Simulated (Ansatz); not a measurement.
Consider the isomerisation: `NC[SiH](O)F` → `C[Si](N)(O)F`.

Program: Ansatz. Geometries: PBE0-D4/def2-TZVP. ΔE: electronic, gas phase. CBS: MP2 limit from def2 TZ/QZ plus the TZ coupled-cluster correction, frozen cores. Functionals use def2-TZVPP. Each species was taken in one conformer, which may not be the lowest.

`NC[SiH](O)F`:

Z-matrix (Å, degrees):
```
C
Si 1 1.881
N 1 1.469 2 108.8
H 1 1.095 2 105.4 3 -115.8
H 1 1.098 2 113.1 3 128.6
F 2 1.598 1 108.4 3 141.4
O 2 1.629 1 106.0 3 22.0
H 2 1.480 1 115.9 3 -100.6
H 3 1.013 1 110.8 2 76.9
H 3 1.012 1 111.1 2 -164.7
H 7 0.969 2 109.9 1 0.8
```

`C[Si](N)(O)F`:

Z-matrix (Å, degrees):
```
C
Si 1 1.848
H 1 1.092 2 110.8
H 1 1.093 2 111.1 3 -120.3
H 1 1.092 2 110.7 3 120.3
N 2 1.691 1 110.6 3 63.5
O 2 1.638 1 115.0 3 -56.4
F 2 1.610 1 106.1 3 -172.5
H 6 1.006 2 121.6 1 -163.9
H 6 1.005 2 122.5 1 38.4
H 7 0.958 2 116.5 1 -92.6
```

```
       level  ΔE (kcal/mol)
      B97M-V          -42.4
     ωB97M-V          -40.9
     LC-ωPBE          -40.7
MP2/def2-SVP          -36.8
```

**Question.** What does CCSD(T)/CBS give? (Estimate.)

**Answer.** Computed: -41.2 kcal/mol. The listed levels differ from it by -1.2, 0.3, 0.5, 4.4 kcal/mol.

Largest T1 diagnostic among the species: 0.011.

Leaving LDA and LC-ωPBE aside and taking each functional with its dispersion term where it has one, the values, not all of them listed here, spread over 4.5 kcal/mol, from B97M-V to revPBE-D4. From PBE to PBE0 (25 % exact exchange), in def2-TZVPP and without D4, ΔE moves by −1.6 kcal/mol. In def2-TZVPP, CCSD(T) changes the Hartree–Fock value by +2.1 kcal/mol (the triples alone add +0.5 kcal/mol) and MP2 by +0.8 kcal/mol.

CCSD(T)/CBS has its own doubt, a few kJ/mol and more with outer-core shells, so smaller differences from it don't rank the levels.
